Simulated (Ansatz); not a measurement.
Cl4Te, charge +1, doublet, at a GFN2-xTB geometry (a state made from the parent by changing its charge; the spin is typed, not shown lowest) (all electrons, no relativity); B3LYP/STO-3G in Ansatz (a first-principles code).

Input for Ansatz:
Ansatz 0.2 input:
```yaml
crystal:
  periodic: [false, false, false]
  atoms:
    - {symbol: Te, position_ang: [-0.00572274, 0.01236630, 0.26693104]}
    - {symbol: Cl, position_ang: [1.11337271, -1.43495632, -1.08899499]}
    - {symbol: Cl, position_ang: [1.85279584, 1.50725672, 0.73992591]}
    - {symbol: Cl, position_ang: [-1.06293622, 1.32596783, -1.26356022]}
    - {symbol: Cl, position_ang: [-1.88572747, -1.43609457, 0.79613434]}
basis:
  gaussian:
    orbitals: STO-3G
hamiltonian:
  xc: b3lyp
total_charge: 1
magnetization: {spin_polarized: true, initial_magnetization: 1}
```

### Question
What does Ansatz print? Leave out banner, timings and long lists.

### Answer

```
Functional definition: B3LYP
679 factors; integrals over basis functions are off by at most 1.5e-5 eV
mean field evaluation 1: about -227742.9999 eV, gradient 2.4e1 eV
mean field evaluation 2: about -227740.4612 eV, gradient 2.8e1 eV
mean field evaluation 4: about -227750.1333 eV, gradient 1.7e0 eV
mean field evaluation 8: about -227750.1918 eV, gradient 1.8e-2 eV
mean field evaluation 16: about -227750.1918 eV, gradient 6.4e-5 eV
mean field -227750.19176363 eV, -8369.6651726887 hartree, gradient 6.4e-5 eV, S^2 0.762291; 0 other end points of the search recorded, 0 dependent functions left out
reference -227750.19196895 eV, -8369.6651802341 hartree; 60, 59 occupied and 3, 4 virtual orbitals, 679 factors
Total energy: -227750.19196895 eV, -8369.6651802341 hartree
```
